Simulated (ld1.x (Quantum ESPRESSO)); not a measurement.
Which change was made? (C, TM)

```
Element                 : C
Generator               : ld1.x (Quantum ESPRESSO) 7.5
Type                    : norm-conserving Troullier–Martins (Kleinman–Bylander form)
Functional              : PW91
Relativity              : scalar-relativistic
Frozen core             : [He]
Valence charge          : 4
Reference configuration : 2s2 2p2
Partial waves           : 2s (bound): rc 1.15 bohr; 2p (bound): rc 2.10 bohr
Local potential         : all-electron potential smoothed inside 1.10 bohr (lloc = -2)
Core correction         : none
```

Cutoffs, loose and tight: the cutoffs (Ry, on a coarse ladder) from which the occupation-weighted sum of valence levels, in a spherical-Bessel basis at the reference potential, stays within 10 and 1 mRy of its value at 400 Ry. They do not see the model core or the augmentation charge, which bear on the density cutoff. Test errors are all-electron minus pseudo excitation energies from the reference, over the configurations 2s2 2p1; 2s2 2p0; 2s1 2p0; 2s1 2p3; 2s2 2p1.5; 2s0 2p4; 2s1 2p2; variants that change the core or the reference have their own tests.

The base gives: outcome: generated; cutoff, loose: 35 Ry; cutoff, tight: 90 Ry; bound ghosts: none; largest test error (meV): +709.

Task: After one change the result is: outcome: generated; cutoff, loose: 35 Ry; cutoff, tight: 80 Ry; bound ghosts: none; largest test error (meV): +951. Which change was it?
A. type ultrasoft; waves now 2s (bound): rcut 1.00, rcutus 1.15 bohr; 2s channel at 0.15 Ry: rcut 1.00, rcutus 1.15 bohr; 2p (bound): rcut 1.85, rcutus 2.10 bohr; 2p channel at 0.35 Ry: rcut 1.85, rcutus 2.10 bohr; local potential all-electron potential smoothed inside 1.80 bohr (lloc = -1); augmentation built from norm-conserving waves at rcut, not smoothed further
B. all radii scaled by about 1.10 (s 1.26, p 2.30 bohr); local potential all-electron potential smoothed inside 1.20 bohr (lloc = -2)
C. wave 2s (bound): rc 1.15 bohr becomes 2s (bound): rc 1.56 bohr

Result: B. The others give: wave 2s (bound): rc 1.15 bohr becomes 2s (bound): rc 1.56 bohr → outcome: generated; cutoff, loose: 30 Ry; cutoff, tight: 55 Ry; bound ghosts: none; largest test error (meV): +714 | type ultrasoft; waves now 2s (bound): rcut 1.00, rcutus 1.15 bohr; 2s channel at 0.15 Ry: rcut 1.00, rcutus 1.15 bohr; 2p (bound): rcut 1.85, rcutus 2.10 bohr; 2p channel at 0.35 Ry: rcut 1.85, rcutus 2.10 bohr; local potential all-electron potential smoothed inside 1.80 bohr (lloc = -1); augmentation built from norm-conserving waves at rcut, not smoothed further → outcome: generated; cutoff, loose: 18 Ry; cutoff, tight: 30 Ry; bound ghosts: none; largest test error (meV): +496.
